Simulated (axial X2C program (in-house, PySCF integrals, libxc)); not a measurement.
Potential curves of CBr, scalar-relativistic

All values were computed with an axial X2C code built on PySCF integrals. Spin-free means the one-electron spin-free X2C Hamiltonian. Basis: Br dyall-cv3z [8s9p6d4f1g], C dyall-v3z [7s6p2d1f] (cores contracted in-house); Gaussian nuclei, density fitting, unrestricted open shells. Masses: Br 78.918 u, C 12.000 u.

State: M_S = 1/2, Λ = 1 (beyond evenly filled blocks: π+α). Energies in kJ/mol from the fragments at the same level (Br + C). Fits are polynomials in 1 − R0/R over 0.85 to 1.23 times the lowest point R0.

| R (Å) | CCSD(T) | CCSD |
| --- | --- | --- |
| 1.6507 | -283.93 | -263.60 |
| 1.7052 | -306.88 | -286.16 |
| 1.7596 | -319.29 | -298.20 |
| 1.8140 | -323.66 | -302.20 |
| 1.8775 | -321.11 | -299.24 |
| 1.9410 | -312.49 | -290.22 |
| 2.0226 | -295.25 | -272.47 |

Correlated methods: 11 electrons correlated (number of frozen shells: Br 3 s, 2 p, 1 d; C 1 s), 187 virtual spin orbitals or spinors in MP2, 90 natural virtuals in coupled cluster.

The state is a single determinant with fixed occupations, the lowest that a limited PBE0 search found. Dissociation energies refer to the lowest single-determinant-based atoms at the same level and basis. CCSD and (T) use frozen natural virtuals with an MP2 correction for the truncation; (T) itself is uncorrected, so its De runs slightly low. Spin-free De lacks the spin–orbit lowering of the heavy p-block atom, a tenth of an eV or more for 4p and 5p, up to an eV for 6p and one to two eV for 7p atoms, less what an open-shell molecule gains itself. Coupled cluster ran on the points near the minimum only. MP2 and coupled cluster on one determinant become unreliable at the stretched end.

**Question.** What are Re, ωe and De at the CCSD(T) level?

**Answer.** At CCSD(T), spin-free: Re = 1.823 Å, ωe ≈ 729 cm⁻¹, De = 3.36 eV to Br + C; Be follows as 0.487 cm⁻¹.

**Question.** Fit the CCSD curve near its minimum: give the equilibrium distance, the harmonic wavenumber and the well depth.

**Answer.** At CCSD, spin-free: Re = 1.820 Å, ωe ≈ 735 cm⁻¹, De = 3.13 eV to Br + C; Be follows as 0.489 cm⁻¹.
